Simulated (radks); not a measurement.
Gd2.75+, configuration [Kr] 4d10 4f(up 3.5, down 3.5) 5s2 5d(up 0.5, down 0.5) 5p(up 3, down 2.25) (fractional occupations, a model configuration). All-electron calculation, scalar-relativistic Kohn-Sham, BLYP, spin-polarised, spherical densities, point nucleus. Program: a radial shooting solver on a logarithmic mesh with Libxc functionals. Some entries of the table are withheld. Estimate them.

orbital  occ.  eigenvalue (Ry)  <1/r> (bohr^-1)  r(max) (bohr)
1s up       1        -3684.903            71.67        0.01392
1s down     1        -3684.898            71.67        0.01392
2s up       1        -609.9182            16.62        0.07900
2s down     1        -609.9160            16.62        0.07900
2p up       3        -542.9583            15.52        0.06394
2p down     3        -542.9547            15.52        0.06394
3s up       1        -136.5690            6.100         0.2242
3s down     1        -136.5663            6.099         0.2242
3p up       3        -115.8305            5.734         0.2200
3p down     3        -115.8274            5.734         0.2200
3d up       5        -88.45763            5.441         0.1800
3d down     5        -88.45449            5.441         0.1800
4s up       1        -28.91075            2.571         0.5154
4s down     1        -28.90508            2.571         0.5155
4p up       3        -22.07628            2.363         0.5379
4p down     3        -22.07037            2.363         0.5380
4d up       5        -12.62572            2.082         0.5587
4d down     5        -12.61807            2.083         0.5587
5s up       1              (1)            1.005          1.192
5s down     1              (2)            1.006          1.190
5p up       3         -3.72089           0.8571            (3)
5p down  2.25         -3.67573           0.8561            (4)
4f up     3.5         -2.40442              (5)         0.5664
4f down   3.5         -2.38678              (6)         0.5660
5d up     0.5         -1.71701           0.5889          1.797
5d down   0.5         -1.68592           0.5825          1.810

Answer. 
(1) 5s up eigenvalue (Ry): -5.40990
(2) 5s down eigenvalue (Ry): -5.36503
(3) 5p up r(max) (bohr): 1.344
(4) 5p down r(max) (bohr): 1.343
(5) 4f up <1/r> (bohr^-1): 1.534
(6) 4f down <1/r> (bohr^-1): 1.539
